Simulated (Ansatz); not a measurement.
Ansatz (an electronic-structure program) input (B3LYP-D3(BJ)/def2-TZVP):

Ansatz 0.2 input:
```yaml
crystal:
  periodic: [false, false, false]
  atoms:
    - {symbol: Si, position_ang: [-0.32292944, 0.17944342, 0.02748732]}
    - {symbol: F, position_ang: [-1.66422414, -0.56046468, 0.06035369]}
    - {symbol: F, position_ang: [-0.39946391, 1.70720199, 0.11530464]}
    - {symbol: Cl, position_ang: [1.35848262, -0.75487316, -0.11563220]}
basis:
  gaussian:
    orbitals: def2-TZVP
hamiltonian:
  xc: b3lyp
  dispersion: d3bj
total_charge: 1
phonons: {temperatures: {t_min: 298.15, t_max: 298.15, t_step: 100}}
```

Output:

```
Functional definition: B3LYP
integrals: 0.05 GiB planned
836 factors; their error is unknown
mean field: 0.46 GiB planned
mean field evaluation 1: about -25822.7190 eV, gradient 8.8e1 eV
mean field evaluation 2: about -25793.8861 eV, gradient 1.6e2 eV
mean field evaluation 4: about -25832.7877 eV, gradient 4.5e0 eV
mean field evaluation 8: about -25832.8934 eV, gradient 1.5e-1 eV
mean field -25832.89341040 eV, -949.3413226682 hartree, gradient 5.9e-5 eV, S^2 0.000000; 0 other end points of the search recorded, 0 dependent functions left out
the calculation of the forces begins
reference -25832.89359953 eV, -949.3413296187 hartree; 24, 24 occupied and 112, 112 virtual orbitals, 836 factors
these checks for a lower state are left out or cut short: stability, starts, cluster_reference, orbital_swaps, neighbouring_geometries, increment
integrals: 0.05 GiB planned
836 factors; their error is unknown
mean field: 0.46 GiB planned
mean field evaluation 16: about -25832.8217 eV, gradient 2.5e-1 eV
mean field -25832.89327032 eV, -949.3413175203 hartree, gradient 1.0e-6 eV, S^2 0.000000; 0 other end points of the search recorded, 0 dependent functions left out
the calculation of the forces begins
reference -25832.89345941 eV, -949.3413244691 hartree; 24, 24 occupied and 112, 112 virtual orbitals, 836 factors
these checks for a lower state are left out or cut short: stability, starts, cluster_reference, orbital_swaps, neighbouring_geometries, increment
integrals: 0.05 GiB planned
836 factors; their error is unknown
mean field: 0.46 GiB planned
mean field -25832.89327581 eV, -949.3413177221 hartree, gradient 1.0e-6 eV, S^2 0.000000; 0 other end points of the search recorded, 0 dependent functions left out
the calculation of the forces begins
reference -25832.89346499 eV, -949.3413246744 hartree; 24, 24 occupied and 112, 112 virtual orbitals, 836 factors
these checks for a lower state are left out or cut short: stability, starts, cluster_reference, orbital_swaps, neighbouring_geometries, increment
integrals: 0.05 GiB planned
836 factors; their error is unknown
mean field: 0.46 GiB planned
mean field evaluation 32: about -25832.8934 eV, gradient 6.0e-5 eV
mean field -25832.89336305 eV, -949.3413209282 hartree, gradient 2.6e-6 eV, S^2 0.000000; 0 other end points of the search recorded, 0 dependent functions left out
the calculation of the forces begins
reference -25832.89355218 eV, -949.3413278784 hartree; 24, 24 occupied and 112, 112 virtual orbitals, 836 factors
these checks for a lower state are left out or cut short: stability, starts, cluster_reference, orbital_swaps, neighbouring_geometries, increment
integrals: 0.05 GiB planned
836 factors; their error is unknown
mean field: 0.46 GiB planned
mean field -25832.89337484 eV, -949.3413213612 hartree, gradient 2.2e-6 eV, S^2 0.000000; 0 other end points of the search recorded, 0 dependent functions left out
the calculation of the forces begins
reference -25832.89356398 eV, -949.3413283120 hartree; 24, 24 occupied and 112, 112 virtual orbitals, 836 factors
these checks for a lower state are left out or cut short: stability, starts, cluster_reference, orbital_swaps, neighbouring_geometries, increment
integrals: 0.05 GiB planned
836 factors; their error is unknown
mean field: 0.46 GiB planned
mean field -25832.89333079 eV, -949.3413197427 hartree, gradient 2.6e-6 eV, S^2 0.000000; 0 other end points of the search recorded, 0 dependent functions left out
the calculation of the forces begins
reference -25832.89351992 eV, -949.3413266930 hartree; 24, 24 occupied and 112, 112 virtual orbitals, 836 factors
these checks for a lower state are left out or cut short: stability, starts, cluster_reference, orbital_swaps, neighbouring_geometries, increment
integrals: 0.05 GiB planned
836 factors; their error is unknown
mean field: 0.46 GiB planned
mean field -25832.89337287 eV, -949.3413212891 hartree, gradient 2.2e-6 eV, S^2 0.000000; 0 other end points of the search recorded, 0 dependent functions left out
the calculation of the forces begins
reference -25832.89356201 eV, -949.3413282398 hartree; 24, 24 occupied and 112, 112 virtual orbitals, 836 factors
these checks for a lower state are left out or cut short: stability, starts, cluster_reference, orbital_swaps, neighbouring_geometries, increment
integrals: 0.05 GiB planned
836 factors; their error is unknown
mean field: 0.46 GiB planned
mean field -25832.89340825 eV, -949.3413225890 hartree, gradient 1.4e-6 eV, S^2 0.000000; 0 other end points of the search recorded, 0 dependent functions left out
the calculation of the forces begins
reference -25832.89359743 eV, -949.3413295414 hartree; 24, 24 occupied and 112, 112 virtual orbitals, 836 factors
these checks for a lower state are left out or cut short: stability, starts, cluster_reference, orbital_swaps, neighbouring_geometries, increment
integrals: 0.05 GiB planned
836 factors; their error is unknown
mean field: 0.46 GiB planned
mean field evaluation 64: about -25832.8933 eV, gradient 2.7e-5 eV
mean field -25832.89334898 eV, -949.3413204109 hartree, gradient 1.3e-6 eV, S^2 0.000000; 0 other end points of the search recorded, 0 dependent functions left out
the calculation of the forces begins
reference -25832.89353806 eV, -949.3413273595 hartree; 24, 24 occupied and 112, 112 virtual orbitals, 836 factors
Total energy: -25833.04139415 eV, -949.3467609705 hartree
Atom 0 at    -0.322929     0.179443     0.027487 Å, force    -0.000672     0.000374     0.000057 eV/Å
Atom 1 at    -1.664224    -0.560465     0.060354 Å, force    -0.000686    -0.000300     0.000021 eV/Å
Atom 2 at    -0.399464     1.707202     0.115305 Å, force    -0.000106     0.000740     0.000046 eV/Å
Atom 3 at     1.358483    -0.754873    -0.115632 Å, force     0.001464    -0.000813    -0.000125 eV/Å
Dipole moment:     0.145859    -0.081050    -0.012415 e Å
Vibrations: 231.76 299.31 306.56 617.50 1022.79 1139.90 cm⁻¹, zero-point energy 0.224277 eV
```
